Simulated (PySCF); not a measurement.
## [BiCl3]2+ at several levels of theory

Computed with PySCF 2.14.0 (density fitting, no spin-orbit coupling) at the geometry relaxed with TPSS:

```xyz
4
[BiCl3]2+ (singlet)
Bi    0.0000    0.0000   -0.3513
Cl    2.3867    0.0000   -0.3521
Cl   -1.1933    2.0670   -0.3521
Cl   -1.1934   -2.0670   -0.3521
```

```
    level                                basis    state  HOMO (eV)  gap (eV)  charge on Bi1 (e)  dipole about the centre of mass (D)  largest force component (eV/Å)
     TPSS  Bi def2-SVP with ECP60, Cl def2-SVP  singlet     -19.52      1.03               1.34                                 0.00                            0.01
CAM-B3LYP                             the same  singlet     -22.12      5.28               1.34                                 0.00                            0.56
   r2SCAN                             the same  singlet     -19.77      1.16               1.37                                 0.00                            0.24
    M06-L                             the same  singlet     -19.71      1.05               1.55                                 0.00                            0.11
     PBE0                             the same  singlet     -20.82      2.96               1.37                                 0.00                            0.47
     TPSS         Bi x2c-SVPall, Cl x2c-SVPall  singlet     -19.53      1.02               1.38                                 0.00                            0.19
```

Charges are Mulliken's, which hang on the basis. The relaxation used the grid (50, 194), these runs (75, 302) or, all-electron (x2c bases, spin-free X2C Hamiltonian), (99, 590).

**Question.** What does TPSS with Bi def2-TZVP with ECP60, Cl def2-TZVP give here?

**Answer.** state singlet, HOMO (eV) -19.35, gap (eV) 1.14, charge on Bi1 (e) 1.37, dipole about the centre of mass (D) 0.00, largest force component (eV/Å) 0.69. Time: 10 s on 2 threads of Arm Neoverse V2, with other jobs on the host, from free ions and atoms.

In the first row's basis the gap widens with exact exchange: 1.0 to 1.2 eV for TPSS, M06-L, r2SCAN (none); 3.0 eV for PBE0 (a fixed share); 5.3 eV for CAM-B3LYP (rising or full at long range).

No frequency check is given that shows the relaxed geometry to be a minimum.
